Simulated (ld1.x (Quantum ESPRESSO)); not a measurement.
# Configuration tests for Pd (RRKJ)

* Element: Pd
* Generator: ld1.x (Quantum ESPRESSO) 7.5
* Type: norm-conserving RRKJ (Kleinman–Bylander form)
* Functional: PBE
* Relativity: scalar-relativistic
* Frozen core: [Ar] 3d10
* Valence charge: 18
* Reference configuration: 4s2 4p6 4d10 5s0 5p0
* Partial waves: 4p (bound): rc 1.20 bohr; 4d (bound): rc 1.20 bohr; 4s (bound): rc 1.00 bohr
* Local potential: the s channel
* Core correction: a·sin(br)/r model core, default radius (core density twice the valence density)

Energies are relative to the spin-unpolarised reference configuration 4s2 4p6 4d10 5s0 5p0; without spin polarisation the order of configurations can differ from experiment.

(1) Give the all-electron excitation energy and the error of the potential for: 4s2 4p6 4d9 5s0 5p0; 4s2 4p6 4d8 5s0 5p0; 4s2 4p6 4d7 5s0 5p0; 4s2 4p6 4d9 5s1 5p0; 4s2 4p6 4d6 5s0 5p0; 4s2 4p6 4d8 5s1 5p0; 4s1 4p6 4d10 5s0 5p0.

Results:

(1)

| valence configuration | charge | ΔE all-electron (eV) | error AE − PS (meV) |
| --- | --- | --- | --- |
| 4s2 4p6 4d9 5s0 5p0 | +1 | 9.115 | +0.9 |
| 4s2 4p6 4d8 5s0 5p0 | +2 | 29.934 | +4.1 |
| 4s2 4p6 4d7 5s0 5p0 | +3 | 64.293 | +14 |
| 4s2 4p6 4d9 5s1 5p0 | 0 | 1.501 | +80 |
| 4s2 4p6 4d6 5s0 5p0 | +4 | 113.639 | +40 |
| 4s2 4p6 4d8 5s1 5p0 | +1 | 13.640 | +130 |
| 4s1 4p6 4d10 5s0 5p0 | +1 | 91.568 | -50 |
